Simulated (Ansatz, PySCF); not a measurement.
Species: difluoroborinic acid, sum formula HBOF$_{2}$, net charge 0, singlet state. SMILES: OB(F)F
Coordinates optimised at B3LYP-D3(BJ)/def2-TZVP (Ansatz, a program for electronic structure):
```xyz
5

B     -0.0138    -0.0173    -0.0022
F     -0.3836     1.2557     0.1315
F     -0.9587    -0.9338    -0.1214
O      1.2809    -0.3932    -0.0192
H      1.9030     0.3355     0.0731
```

Wanted: vertical triplet-singlet gap (E(triplet) - E(singlet); each state is the SCF solution reached for its spin), in kcal/mol. Cores are frozen in the correlated levels unless marked. Open shells are spin-unrestricted. No spin-orbit coupling. No relativistic terms. Basis-set limits of correlation are two-point, X^-3; Hartree-Fock from the larger set. The bracket is a focal-point correction in the basis named.

```tsv
level	program	vertical triplet-singlet gap (kcal/mol)	minus last row
HF/aug-cc-pVQZ	Ansatz	181.7	-27.4
PBE/def2-TZVPD	Ansatz	194.5	-14.6
BHLYP/def2-TZVPD	Ansatz	200.9	-8.2
M06-2X/def2-TZVPD	PySCF	208.7	-0.4
B2PLYP/def2-TZVPD	Ansatz	204.7	-4.4
RI-MP2/aug-cc-pVTZ	Ansatz	213.8	4.7
RI-MP2/aug-cc-pVQZ	Ansatz	215.1	6.0
RI-MP2/CBS(aug-cc-pVTZ,aug-cc-pVQZ)	Ansatz	216.2	7.1
CCSD(T)/aug-cc-pVTZ	Ansatz	206.7	-2.4
RI-MP2/CBS(aug-cc-pVTZ,aug-cc-pVQZ)+[CCSD(T)-MP2]/aug-cc-pVTZ	Ansatz	209.1	0.0
```
